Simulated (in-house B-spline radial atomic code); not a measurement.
## Functionals against successive ionisation energies: Rb to Rb⁶⁺

Ionisation energies as differences of self-consistent total energies from a B-spline radial code for spherical atoms: all electrons, radial basis limit, scalar-relativistic (one-electron X2C), spin-polarised at highest spin, spherical densities; exact exchange is averaged over the determinants of each configuration. No spin-orbit coupling, Breit or QED terms. NIST's values run from ground level to ground level, so in open shells the differences also hold multiplet and fine-structure energies that spherical high-spin averages miss. Columns give computed minus NIST, in eV; a star marks a semi-empirical value. Species are left out where the tabulated value is theory, is uncertain by more than 0.12 eV, or (13 ions, such as In⁴⁺, Te⁴⁺ and Bi⁴⁺) lies off its series for all methods alike, which flatters the means a little.

```json
{"species": "Rb", "shell": "5s", "NIST (eV)": "4.18", "PBEsol": "+0.05", "r2SCAN": "-0.09", "B97-1": "-0.15", "OLYP": "-0.08"}
{"species": "Rb⁺", "shell": "4p", "NIST (eV)": "27.29", "PBEsol": "+0.07", "r2SCAN": "+0.52", "B97-1": "+0.10", "OLYP": "+0.07"}
{"species": "Rb²⁺", "shell": "4p", "NIST (eV)": "39.25*", "PBEsol": "+0.05", "r2SCAN": "+0.26", "B97-1": "+0.01", "OLYP": "-0.06"}
{"species": "Rb⁶⁺", "shell": "4p", "NIST (eV)": "98.67 ± 0.04*", "PBEsol": "-0.44", "r2SCAN": "-0.56", "B97-1": "-0.61", "OLYP": "-0.61"}
```

Question: How do the methods rank, and which species is hardest?

Answer: Mean absolute (signed) differences: PBEsol 0.15 (-0.07) eV; OLYP 0.20 (-0.17) eV; B97-1 0.22 (-0.16) eV; r2SCAN 0.36 (+0.03) eV. For Rb⁶⁺, which loses a 4p electron, the nearest method is off by -0.44 eV, the largest such miss.
